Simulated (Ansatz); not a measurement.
Match the barriers

Saddle point of SiNH5BrF, closed shell (SiNH₄Br ([NH2][SiH2][Br]) + HF → SiNH₄F ([NH2][SiH2][F]) + HBr; bonds formed: Si1–F7, Br2–H6; bonds broken: Si1–Br2, H6–F7), PBE0-D4/def2-TZVP structure:

Si1  (-0.362, -0.351, -0.076)
Br2  (1.494, -1.987, 1.040)
H3  (-0.267, -1.330, -1.180)
H4  (-1.463, -0.684, 0.843)
N5  (-0.397, 1.095, -0.951)
H6  (1.164, -0.380, 1.529)
F7  (0.565, 0.531, 1.309)
H8  (-0.388, 1.087, -1.956)
H9  (-0.346, 2.019, -0.557)
(Å)

Ansatz 0.2.0; basis: def2-TZVPP, with def2-QZVPP for the basis limit; cores frozen in the correlated methods. Filled d shells of the heavier atoms are correlated. The def2 sets are not built for correlating such inner shells, so the correlated values are less sure here. B3LYP uses VWN-RPA correlation. Extrapolation: Hartree–Fock as exp(−7.88 √X), correlation as X^−2.97. Four methods, as single points on the PBE0-D4 structures, gave these electronic barriers from the start structure: 0.675, 1.147, 1.244, 1.684 eV.

The methods were, in alphabetical order, B3LYP-D4, CCSD(T), HF, SPW92. Which gave which? (A judgement: the text doesn't fix the answer.)

The calculation gives: SPW92 0.675; B3LYP-D4 1.147; CCSD(T) 1.244; HF 1.684 eV. For comparison, CCSD(T) at an estimated basis limit (MP2 extrapolated from triple and quadruple zeta, plus CCSD(T) − MP2 in triple zeta) gives 1.235 eV.

T1 diagnostic: at most 0.010.

Labels in which every atom is bracketed show which atoms are joined, not bond orders.

For scale, one of the runs: CCSD(T)/def2-TZVPP, 222 basis functions, launched by `ansatz run in.yaml --threads 4 --pin off --events-out ev --progress --plain --max-ram 9574MiB`. The run took 2.4 min on 4 CPU threads of an Arm Neoverse V1 (shared host), with 3.6 GiB of host memory at its peak.
